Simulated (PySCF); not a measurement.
Gas-phase reaction: TaCl5 + NH3 → TaCl4NH2 + H + Cl

Computed with PySCF and rigid-rotor harmonic-oscillator thermochemistry at 1 bar. † marks an energy on the PBE0/def2-TZVP geometry and frequencies; other levels use their own. Open shells (unrestricted): H (multiplicity 2), Cl (multiplicity 2); the rest are closed-shell singlets. Spin-orbit splitting is ignored; it lowers the true energy and changes the entropy of Cl. B3LYP is the form with VWN-RPA correlation. Ta: scalar-relativistic def2 core potential, no spin-orbit coupling. TaCl4NH2: computed as isolated molecules; such fragments, hydroxides, amides, oligomers or adducts are transient or little studied in the gas.

```json
[
 {"level": "B3LYP/def2-TZVP†", "ΔH°(298 K), kJ": "438"},
 {"level": "HF/def2-TZVP†", "ΔH°(298 K), kJ": "309"},
 {"level": "M06-2X/def2-TZVP†", "ΔH°(298 K), kJ": "?"},
 {"level": "PBE0/def2-SVP†", "ΔH°(298 K), kJ": "426"},
 {"level": "PBE0/def2-TZVP", "ΔH°(298 K), kJ": "?"}
]
```

**Question.** What belongs in the gaps?

**Answer.** 
- M06-2X/def2-TZVP†, ΔH°(298 K), kJ: 431
- PBE0/def2-TZVP, ΔH°(298 K), kJ: 439
